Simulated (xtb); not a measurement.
Zn(Cl)(OH) (ClHOZn), SMILES [OH][Zn][Cl]. All values are semi-empirical tight-binding results from xtb (GFN2-xTB unless named), good for trends rather than for accurate numbers. The structure is a stationary point at GFN2-xTB. Other conformers were not sampled.

For metal compounds this method's bond lengths and energies can be far off.

Computed properties:
| Quantity | Value |
|---|---|
| point group as xtb finds it | Cs |
| orbital gap | 3.63 eV |
| zero-point energy | 7.9 kcal/mol |
| G − E(el) at 298.15 K (modified RRHO) | -9.9 kcal/mol |
